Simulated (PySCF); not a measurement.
Ag: excitation energy

Ag [Kr] 4d10 5s1 (2S) → Ag [Kr] 4d9 5s1 6s1 (4D), as a difference of total energies. Computed with PySCF 2.14 in aug-cc-pwCVDZ-PP with ECP28MDF, with scalar relativity through the core potential. Correlated levels: valence: 4s2 4p6 frozen; valence and next inner shell: nothing frozen outside the core potential. The calculations carry no spin-orbit coupling.

| method | excitation energy (cm⁻¹) |
| --- | --- |
| UHF | 67353 |
| LDA | 83063 |
| PBE | 79762 |
| PBE0 | 78429 |
| r2SCAN | 79487 |
| MN15 | 83929 |
| r2SCAN0 | 78575 |
| HSE06 | 78469 |
| B2PLYP | 80385 |
| MP2 (valence) | 82224 |
| SCS-MP2 (valence) | 81347 |
| MP2 (valence and next inner shell) | 81066 |
| SCS-MP2 (valence and next inner shell) | 79788 |

The upper state lies above the first ionisation limit, but in LS coupling its spin forbids autoionisation to the ground ion. A Rydberg-like electron needs more diffuse functions than a valence basis has.

The promoted electron is Rydberg-like, and one or two diffuse shells describe it only roughly, which tends to raise the upper state.
